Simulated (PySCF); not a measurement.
Computed shifts of a molecule CH6FNO2Si, PBE/pcSseg-1 run with PySCF, GIAO, gas phase, atoms alike by connectivity averaged where their shifts nearly agree, in ppm (number of nuclei): ¹³C: 32.2 (1). ¹⁵N: 34.7 (1). ²⁹Si: -58.2 (1). ¹⁹F: -182.1 (1). ¹H: 2.94 (3), 1.72 (1), 1.27 (1), 0.74 (1). References: ¹³C against TMS (σ = 182.0 ppm); ¹⁵N against NH3 (σ = 267.0 ppm); ²⁹Si against TMS (σ = 335.4 ppm); ¹⁷O against H2O (σ = 334.3 ppm); ¹⁹F against CFCl3 (σ = 133.6 ppm); ¹H against TMS (σ = 31.49 ppm), references at their B3LYP-D3(BJ)/def2-TZVP geometries, non-relativistic. The structure is a stationary point at PBE0-D3(BJ)/def2-SVP. The values are those of a single conformer.

Problem. Identify the compound among the candidates.
A) NC[Si](O)(O)F
B) N[Si](O)(O)CF
C) CO[Si@](N)(O)F
D) CN[Si](O)(O)F

Solution. D, CN[Si](O)(O)F
